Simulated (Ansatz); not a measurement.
Species: GaP, charge 0, triplet. GaP (SMILES [P]=[Ga], triplet).
B3LYP-D3(BJ)/def2-TZVP minimum from Ansatz (a quantum-chemistry and plane-wave program):
```xyz
2

Ga     0.0000     0.0000    -0.8088
P      0.0000     0.0000     1.6715
```
Charge 0, spin multiplicity 3.

Total energies in def2-QZVPP, 8 correlated electrons, 19 frozen orbitals. UHF or UKS for unpaired electrons; spin-orbit terms are left out. Correlated methods leave the cores frozen (noble-gas shells, and filled d and f shells in the p block). No relativity.

```tsv
method	program	energy (Eh)	minus CCSDT(Q) (mEh)
HF	Ansatz	-2264.01965	196.55
MP2	Ansatz	-2264.17686	39.34
CCSD	Ansatz	-2264.20531	10.89
CCSD(T)	Ansatz	-2264.21438	1.83
CCSDT(Q)	Ansatz	-2264.21620	0.00
```

Rough core times of Ansatz's runs on a shared machine: CCSD(T) 9 min, CCSDT(Q) 70 min.
